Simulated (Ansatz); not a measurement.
`O[SiH]1C=C1` + `CC(F)C=N` → `C1=C[SiH2]1` + `CC(F)C(=N)O`  (formal exchange of groups at the Si–O bond)

Computed with Ansatz on PBE0-D4/def2-TZVP structures; ΔE is electronic, products minus reactants. CCSD(T)/CBS adds triple-zeta CCSD(T) − MP2 to the extrapolated MP2 energy (def2 sets, frozen cores). DFT in def2-TZVPP. B3LYP here is the variant with VWN-RPA as its local correlation; programs differ in this. One conformer a species, not always the lowest.

`O[SiH]1C=C1`:

Cartesian coordinates in Å:
```
O 1.797 0.869 0.065
Si 0.171 0.740 -0.105
C -0.852 -0.507 0.673
C -0.696 -0.731 -0.646
H 2.279 0.063 0.259
H -0.273 2.114 -0.391
H -1.377 -1.038 1.460
H -1.048 -1.509 -1.315
```

`CC(F)C=N`:

Cartesian coordinates in Å:
```
C -0.963 -0.317 -0.917
C 0.208 0.422 -0.312
F -0.230 1.626 0.213
C 0.888 -0.374 0.767
N 1.020 -0.046 1.975
H -0.628 -1.263 -1.349
H -1.711 -0.531 -0.151
H -1.421 0.281 -1.705
H 0.948 0.663 -1.087
H 1.293 -1.335 0.434
H 0.598 0.873 2.133
```

`C1=C[SiH2]1`:

Z-matrix (Å, degrees):
```
Si
C 1 1.808
C 1 1.808 2 43.2
H 1 1.482 2 121.6 3 104.1
H 1 1.482 2 121.6 3 -104.1
H 2 1.083 1 155.7 3 -180.0
H 3 1.083 1 155.7 2 -180.0
```

`CC(F)C(=N)O`:

Z-matrix (Å, degrees):
```
C
C 1 1.509
H 1 1.091 2 109.7
H 1 1.092 2 110.2 3 119.7
H 1 1.090 2 110.1 3 -120.2
F 2 1.384 1 109.2 3 58.8
C 2 1.511 1 112.1 3 179.9
H 2 1.094 1 111.1 3 -59.1
N 7 1.262 2 127.1 1 110.8
O 7 1.338 2 112.1 1 -66.9
H 9 1.015 7 111.5 2 3.7
H 10 0.967 7 106.5 2 179.7
```

| level | ΔE (kJ/mol) |
| --- | --- |
| PBE0-D4 | 105.3 |
| B2PLYP | 117.5 |
| r2SCAN | 108.6 |
| B3LYP | 113.7 |
| CCSD/def2-TZVPP | 120.8 |
| HF/def2-QZVPP | 126.1 |
| MP2/CBS(def2) | 125.6 |
| CCSD/CBS(def2) | 124.8 |

Task: What does CCSD(T)/CBS give? (Best estimate.)

Result: Ansatz gave: +121.9 kJ/mol. The listed levels differ from it by -16.6, -4.4, -13.3, -8.2, -1.1, 4.2, 3.7, 2.9 kJ/mol.

Largest T1 diagnostic among the species: 0.013.

In def2-TZVPP, CCSD(T) changes the Hartree–Fock value by −7.0 kJ/mol (the triples alone add −2.9 kJ/mol) and MP2 by −3.3 kJ/mol. From PBE to PBE0 (25 % exact exchange), in def2-TZVPP and without D4, ΔE moves by +5.9 kJ/mol.
